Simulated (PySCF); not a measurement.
# How methods differ on the excitation energy of B⁺

B⁺ [He] 2s2 (1S) → B⁺ [He] 2s1 3d1, s spin flipped, as a difference of total energies. Calculation: PySCF 2.14, in aug-cc-pV5Z; the non-relativistic Hamiltonian (point nucleus). Correlated levels: valence: 1s2 frozen. The calculations carry no spin-orbit coupling.

| method | excitation energy (eV) |
| --- | --- |
| UHF | 17.342 |
| LDA | 17.819 |
| PBE | 17.644 |
| PBE0 | 17.763 |
| r2SCAN | 17.372 |
| MN15 | 18.203 |
| wB97X-V | 18.312 |
| HSE06 | 17.742 |
| MP2 (valence) | 18.187 |
| SCS-MP2 (valence) | 18.355 |

Question: How much does correlation contribute at MP2 (valence)?

Answer: 18.187 − (17.342) = 0.845 eV, measured against UHF.

The upper determinant mixes two multiplicities, so it lies between the two terms.

The promoted electron is Rydberg-like, and one or two diffuse shells describe it only roughly, which tends to raise the upper state.
